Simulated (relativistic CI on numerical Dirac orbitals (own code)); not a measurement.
## Pb²⁺: computed level list

These numbers are calculated, not measured: Dirac-Coulomb-Breit CI, KLI orbitals optimised for each configuration, model QED (radiative potential, 1s self-energy scaled to tabulated hydrogen-like ionisation energies), valence Slater integrals scaled by 0.85, P86 correlation energy added to each configuration (own radial code, finite nucleus).

Configurations in the expansion (outside the closed core [Xe] 4f14): 5d10 6s2, 5d10 6s 6p, 5d10 6s 6d, 5d10 6s 7s, 5d10 6s 7p, 5d9 6s2 6p, 5d10 6p 6d, 5d9 6s2 5f, 5d10 6s 5f, 5d10 6s 8s, 5d10 6s 7d, 5d10 6s 8p, 5d10 6s 6f, 5d10 6s 5g, 5d10 6s 9s, 5d10 6s 8d, 5d10 6s 9p, 5d10 6s 9d, 5d10 6p 7s, 5d9 6s2 7p, 5d9 6s2 7s, 5d10 5f 6d, 5d9 6s2 6d, 5d9 6s2 8s, 5d9 6s2 7d, 5d9 6s2 8p, 5d10 6p2, 5d9 6p3, 5d9 5f 6p2, 5d10 6d2, 5d9 6p 6d2, 5d9 5f 6d2, 5d10 5f2, 5d9 5f2 6p, 5d9 5f3, 5d10 5f 6p. Double excitations out of closed p, d and f shells are left out; levels of such configurations are missing from the list, as are those of other unlisted configurations, and high levels can miss mixing partners. These lack a partner that the ground configuration has and come out too high: 5d9 6s2 7p, 5d9 6s2 7s, 5d9 6s2 6d, 5d9 6s2 8s, 5d9 6s2 7d.

```
No.  Configuration  Term  J  E (cm⁻¹)    %  Next component (%)
  1       5d10 6s2    1S  0       0.0   98       2 5d10 6p2 1S
  2     5d10 6s 6p   3P°  0   54221.7   99                    
  3     5d10 6s 6p   3P°  1   58417.1   93               6 1P°
  4     5d10 6s 6p   3P°  2   72099.4   99                    
  5     5d10 6s 6p   1P°  1   90754.4   90               6 3P°
  6       5d10 6p2    3P  0  140710.9   86               13 1S
  7     5d10 6s 7s    3S  1  144702.2   98       2 5d10 6p2 3P
  8     5d10 6s 6d    1D  2  145899.4   55      37 5d10 6p2 1D
  9     5d10 6s 7s    1S  0  148977.8   98       1 5d10 6p2 1S
 10       5d10 6p2    3P  1  151829.7   53    46 5d10 6s 6d 3D
 11     5d10 6s 6d    3D  1  152634.2   53      45 5d10 6p2 3P
 12     5d10 6s 6d    3D  2  152662.2   98       1 5d10 6p2 3P
 13     5d10 6s 6d    3D  3  153505.6   99                    
 14     5d9 6s2 6p   3P°  2  155163.8   67              23 3D°
 15     5d9 6s2 6p   3F°  3  157068.6   50              33 1F°
 16       5d10 6p2    3P  2  161060.1   64    27 5d10 6s 6d 1D
 17     5d10 6s 7p   3P°  0  164806.4   99                    
 18     5d10 6s 7p   3P°  1  165314.9   82              16 1P°
 19     5d10 6s 7p   3P°  2  169538.6   96    1 5d9 6s2 6p 3D°
 20     5d10 6s 7p   1P°  1  170677.1   72              14 3P°
 21     5d9 6s2 6p   3F°  4  173045.6   92    6 5d10 6s 5f 3F°
 22     5d9 6s2 6p   3F°  2  174137.6   65              15 3P°
 23       5d10 6p2    1D  2  174747.5   49               27 3P
 24     5d9 6s2 6p   3P°  1  175414.1   63              25 3D°
 25     5d9 6s2 6p   1D°  2  177973.4   64              12 3F°
 26     5d9 6s2 6p   3D°  3  178843.8   74              23 1F°
 27     5d10 6s 5f   3F°  3  181916.9   91               5 1F°
 28     5d10 6s 5f   3F°  2  182595.4   88    7 5d9 6s2 6p 3F°
 29     5d10 6s 5f   3F°  4  182645.8   93    6 5d9 6s2 6p 3F°
 30     5d10 6s 5f   1F°  3  182864.1   92               6 3F°
 31       5d10 6p2    1S  0  184777.4   79               13 3P
 32     5d9 6s2 6p   1P°  1  185417.8   72              17 3D°
 33     5d9 6s2 6p   3P°  0  191266.4   98       1 5d9 6p3 3P°
 34     5d10 6s 8s    3S  1  192086.0  100                    
 35     5d10 6s 8s    1S  0  194064.9   95       4 5d10 6p2 1S
 36     5d10 6s 7d    3D  1  195533.9  100                    
 37     5d10 6s 7d    3D  2  195723.0   99                1 1D
 38     5d9 6s2 6p   3F°  3  195800.7   47              40 1F°
 39     5d10 6s 7d    3D  3  196073.7  100                    
 40     5d9 6s2 6p   3D°  1  196476.3   55              31 3P°
 41     5d10 6s 7d    1D  2  198487.2   92       5 5d10 6p2 1D
 42     5d9 6s2 6p   3D°  2  198599.9   56              24 1D°
 43     5d10 6s 8p   3P°  0  200696.8   99                    
 44     5d10 6s 8p   3P°  1  201014.0   84              14 1P°
 45     5d10 6s 8p   3P°  2  202785.4   99
```

Energies count from the lowest computed level; ° marks odd parity.

The mean weight of the leading LS term, summed over parents, in these 45 levels is 82 %, and that of the leading jj configuration (from the same eigenvectors) 84 %.

Correlation outside the listed configurations is missing or only estimated: errors of thousands of cm⁻¹ between configurations and terms are usual at this charge. Rates and lifetimes follow the computed energies and can be off by large factors. The fine structure of a lone outer electron comes out too small, for d and f at times inverted, and misplaced configurations move strength between like terms. 52 of the 66 excited levels that our extract of the measured tables holds in this range could be paired (the sources list more); they are missed by 5107 cm⁻¹ on average and 20108 at most, and levels without a partner can miss by more.

LS names give the leading component of a level, which can be under half, so a name can repeat, a term be missing and a line seem to break the LS rules.
